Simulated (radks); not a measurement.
Values are calculated unless marked as measured or tabulated.
Excited configurations of Zr VII: one electron is placed in a higher orbital outside [Ar] 3d10 4s2 4p3. The ground configuration is [Ar] 3d10 4s2 4p4. Level of theory: Dirac Kohn-Sham, LDA (Slater exchange, Perdew-Wang correlation), spin-unpolarised, spherical densities, point nucleus; open shells are shared between the two j in proportion to 2j + 1 (a radial shooting solver on a logarithmic mesh with Libxc functionals). Excitation = E - E(ground); binding = E(ion) - E, where the ion is the core of charge +7; n* = 7/sqrt(2 binding) in atomic units. These energies are relativistic, and a one-electron ion of charge +7 with no core already has n* below n in this formula (Dirac formula, point nucleus, mean over j: 4d 4.000, 4f 4.000, 5s 4.999, 5p 4.999, 5d 5.000, 5f 5.000, 6s 5.999, 6f 6.000, 7s 6.999, 7p 6.999, 7f 7.000). Eigenvalue and <r> are those of j = l + 1/2.

| outer orbital | excitation (eV) | binding (eV) | n* | eigenvalue (eV) | <r> (bohr) |
|---|---|---|---|---|---|
| 4d | 35.902 | 79.522 | 2.895 | -71.925 | 1.489 |
| 4f | 67.332 | 48.093 | 3.723 | -42.680 | 2.026 |
| 5s | 52.446 | 62.979 | 3.254 | -58.606 | 2.327 |
| 5p | 60.657 | 54.767 | 3.489 | -50.629 | 2.554 |
| 5d | 73.119 | 42.306 | 3.970 | -39.092 | 3.033 |
| 5f | 84.968 | 30.457 | 4.679 | -27.985 | 3.842 |
| 6s | 78.682 | 36.743 | 4.260 | -34.401 | 3.954 |
| 6f | 94.523 | 20.901 | 5.648 | -19.408 | 6.020 |
| 7s | 91.262 | 24.162 | 5.253 | -22.694 | 5.991 |
| 7p | 93.293 | 22.132 | 5.488 | -20.711 | 6.423 |
| 7f | 100.21 | 15.215 | 6.619 | -14.212 | 8.618 |

The Delta-SCF ionisation energy is 115.42 eV (NIST Atomic Spectra Database: 112 eV, theoretical). Self-interaction in the functional shifts the binding energies and quantum defects, so they are the method's values and not measured ones. Spin polarisation and multiplet splitting are left out, so open shells lie too high by an amount that depends on their filling. Sharing an open shell by 2j + 1 raises it above the true ground level by a part of the spin-orbit splitting, which enters the differences from NIST.

Beside tabulated values, note that spin-unpolarised runs miss the spin-polarisation part of the exchange energy of open shells.
